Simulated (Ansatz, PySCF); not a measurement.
Process, species as SMILES: [CH3][Sn]([F])([F])[F] → [CH3] (CH3) + [F][Sn]([F])[F] (the C-Sn bond at the site shown breaks; other sites are not compared here)
Geometries: B3LYP-D3(BJ)/def2-TZVP minima from Ansatz (a program for electronic structure). Frequencies are from Ansatz or PySCF.

Quantity: bond dissociation energy (0 K, with B3LYP-D3(BJ) harmonic zero-point energies), in kcal/mol. Correlated levels leave the core frozen unless marked. Open shells are spin-unrestricted. No spin-orbit coupling. Frozen are the shells of the preceding noble gas and the d and f shells that filled before the atom's block. Past Kr the def2 sets carry scalar-relativistic core potentials. Basis-set limits of correlation are two-point, X^-3; Hartree-Fock from the larger set. [CCSD(T)-MP2]/basis is that difference in the basis named.

```tsv
level	program	bond dissociation energy (kcal/mol)
HF/def2-QZVPPD	Ansatz	48.2
```

Task: What does RI-MP2/CBS(def2-TZVPP,def2-QZVPP)+[CCSD(T)-MP2]/def2-TZVPP (Ansatz) give?

Result: 72.8 kcal/mol
